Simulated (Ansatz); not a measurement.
Sn(OMe)2 (C2H6O2Sn), relaxed as a singlet with RKS PBE0-D4/def2-SVP in Ansatz, starting from the GFN2-xTB geometry. Force threshold 0.02 eV/Å.

In the def2 sets Sn takes a core potential; there is no spin–orbit coupling. Another isomer (singlet) lies 0.07 eV lower at PBE0-D4/def2-SVP; other spin states weren't run for this one.

Start:

```
atom   x (Å)   y (Å)   z (Å)
  C1  -1.096  -2.425   1.174
  C2   0.742   2.472  -1.342
  O3   0.011  -1.572   1.039
  O4   1.133   1.419  -0.497
 Sn5   1.456  -0.189   0.696
  H6  -0.963  -3.310   0.546
  H7  -2.015  -1.918   0.873
  H8  -1.191  -2.743   2.215
  H9   1.103   3.422  -0.938
 H10  -0.346   2.516  -1.427
 H11   1.167   2.328  -2.338
```

Task: Estimate the energy that the relaxation releases and the steps that it takes.

Result: 60.3 kJ/mol, in 35 steps; 54 s on 4 threads of Arm Neoverse V1 on a shared host. The force fell under the threshold at step 14, but the optimiser went on and released 0.016 eV more. No frequencies were taken in this run, so the end may be a saddle point.

Task: Does the start keep its bonding and symmetry?

Result: By distances, no bond broke or formed. The bond that changes most is O4–Sn5, from 2.03 to 2.00 Å (atoms count from 1). Point group Cs at the start, C2 at the end, both within 0.05 Å.

Task: Predict the relaxed structure.

Result: 
```xyz
11

C    -0.856   -1.330    0.804
C     0.370    1.406   -1.018
O     0.476   -1.415    1.195
O     1.529    1.101   -0.314
Sn    2.134   -0.332    0.939
H    -1.021   -1.755   -0.205
H    -1.247   -0.295    0.790
H    -1.489   -1.907    1.503
H    -0.350    1.980   -0.403
H    -0.164    0.513   -1.396
H     0.618    2.033   -1.895
```
Bond lengths: 2 × O–Sn 2.00 Å; 2 × C–O 1.39 Å; 6 × C–H 1.11 Å.
